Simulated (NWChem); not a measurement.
The numbers come from NWChem runs, not from measurements. System: stibine (H$_{3}$Sb), charge 0, spin multiplicity 1, at a geometry optimised with B3LYP/def2-SVP with def2 effective core potentials on Sb. Level: B3LYP/def2-TZVPP with def2 effective core potentials on Sb, VWN1-RPA local correlation.

Input file:

```
start mol
memory heap 200 mb stack 900 mb global 1100 mb
geometry units angstroms nocenter noautoz
  Sb     0.000552     0.054131     0.000000
  H     -0.720255    -0.912955     1.231318
  H     -0.720255    -0.912955    -1.231318
  H      1.412339    -0.934769     0.000000
  symmetry group Cs
end
basis spherical
  * library def2-tzvpp
end
ecp
  Sb library def2-ecp
end
dft
  xc b3lyp
  semidirect memsize 60000000 filesize 0
  iterations 100
end
task dft energy
```

Part of the output:

```
             Northwest Computational Chemistry Package (NWChem) 7.3.0
             --------------------------------------------------------

                                NWChem Input Module
                                -------------------

 Scaling coordinates for geometry "geometry" by  1.889725989
 (inverse scale =  0.529177249)

 Turning off AUTOSYM since
 SYMMETRY directive was detected!

                             Geometry "geometry" -> ""
                             -------------------------

 Output coordinates in angstroms (scale by  1.889725989 to convert to a.u.)

  No.       Tag          Charge          X              Y              Z
 ---- ---------------- ---------- -------------- -------------- --------------
    1 Sb                  51.0000     0.00055200     0.05413100     0.00000000
    2 H                    1.0000    -0.72025500    -0.91295500     1.23131800
    3 H                    1.0000    -0.72025500    -0.91295500    -1.23131800
    4 H                    1.0000     1.41233900    -0.93476900     0.00000000

 Effective nuclear repulsion energy (a.u.)      47.6169136943

            Nuclear Dipole moment (a.u.)
            ----------------------------
        X                 Y               Z
 ---------------- ---------------- ----------------
    -0.0000359048     0.0000037795     0.0000000000

      Symmetry information
      --------------------

 Group name             Cs
 Group number              2
 Group order               2
 No. of unique centers     3

      Symmetry unique atoms

     1    2    4


 Summary of "ao basis" -> "" (spherical)
 ------------------------------------------------------------------------------
       Tag                 Description            Shells   Functions and Types
 ---------------- ------------------------------  ------  ---------------------
 *                         def2-tzvpp                 on all atoms

                                 NWChem DFT Module
                                 -----------------

 Summary of "ao basis" -> "ao basis" (spherical)
 ------------------------------------------------------------------------------
[...]
 Vector   13  Occ=2.000000D+00  E=-2.720314D-01  Symmetry=a'
              MO Center=  1.7D-03,  1.7D-01,  1.3D-14, r^2= 2.7D+00
   Bfn.  Coefficient  Atom+Function         Bfn.  Coefficient  Atom+Function
  ----- ------------  ---------------      ----- ------------  ---------------
     6      0.373863  1 Sb s                  5      0.344462  1 Sb s
    17      0.327836  1 Sb py                11     -0.322493  1 Sb py
    14      0.299331  1 Sb py                 3     -0.231460  1 Sb s
     2      0.208222  1 Sb s                 20      0.165360  1 Sb py
     4     -0.150904  1 Sb s                 52     -0.132991  2 H  s

 Vector   14  Occ=0.000000D+00  E=-1.614702D-02  Symmetry=a'
              MO Center= -4.1D-02,  5.1D-02,  3.0D-15, r^2= 4.5D+00
   Bfn.  Coefficient  Atom+Function         Bfn.  Coefficient  Atom+Function
  ----- ------------  ---------------      ----- ------------  ---------------
    81     -0.917463  4 H  s                 19      0.839950  1 Sb px
    16      0.487561  1 Sb px                53      0.458670  2 H  s
    67      0.458670  3 H  s                 10     -0.239133  1 Sb px
    13      0.210299  1 Sb px                80     -0.200753  4 H  s
    22     -0.110314  1 Sb d -2              79     -0.109311  4 H  s

 Vector   15  Occ=0.000000D+00  E=-1.614313D-02  Symmetry=a"
              MO Center=  4.2D-02,  5.1D-02,  1.2D-13, r^2= 4.5D+00
   Bfn.  Coefficient  Atom+Function         Bfn.  Coefficient  Atom+Function
  ----- ------------  ---------------      ----- ------------  ---------------
    21      0.840029  1 Sb pz                53     -0.794539  2 H  s
    67      0.794539  3 H  s                 18      0.487592  1 Sb pz
    12     -0.239140  1 Sb pz                15      0.210304  1 Sb pz
    52     -0.173857  2 H  s                 66      0.173857  3 H  s
    23     -0.108494  1 Sb d -1              51     -0.094663  2 H  s

 Vector   16  Occ=0.000000D+00  E= 1.935294D-02  Symmetry=a'
              MO Center= -9.1D-04, -9.1D-02,  5.1D-14, r^2= 6.2D+00
   Bfn.  Coefficient  Atom+Function         Bfn.  Coefficient  Atom+Function
  ----- ------------  ---------------      ----- ------------  ---------------
     6      1.701807  1 Sb s                 53     -1.107252  2 H  s
    67     -1.107252  3 H  s                 81     -1.107153  4 H  s
    20     -0.992096  1 Sb py                17     -0.494407  1 Sb py
     5      0.411613  1 Sb s                  3     -0.290067  1 Sb s
     2      0.261422  1 Sb s                  4     -0.214385  1 Sb s

 center of mass
 --------------
 x =   0.00058475 y =   0.05737102 z =   0.00000000

 moments of inertia (a.u.)
 ------------------
          20.914683915125           0.009575095381           0.000000000000
           0.009575095381          21.826358963921           0.000000000000
           0.000000000000           0.000000000000          20.914585758082

     Multipole analysis of the density
     ---------------------------------

     L   x y z        total         alpha         beta         nuclear
     -   - - -        -----         -----         ----         -------
     0   0 0 0     -0.000000    -13.000000    -13.000000     26.000000

     1   1 0 0      0.001996      0.015620      0.015620     -0.029244
     1   0 1 0      0.197907      1.531050      1.531050     -2.864193
     1   0 0 1     -0.000000     -0.000000     -0.000000      0.000000

     2   2 0 0    -20.915557    -15.871946    -15.871946     10.828335
     2   1 1 0     -0.015841     -0.000059     -0.000059     -0.015722
     2   1 0 1      0.000000      0.000000      0.000000      0.000000
     2   0 2 0    -22.466857    -15.890383    -15.890383      9.313909
     2   0 1 1     -0.000000     -0.000000     -0.000000      0.000000
     2   0 0 2    -20.915349    -15.871922    -15.871922     10.828496

 Task  times  cpu:        1.8s     wall:        1.8s

 Total times  cpu:        1.8s     wall:        1.8s
```
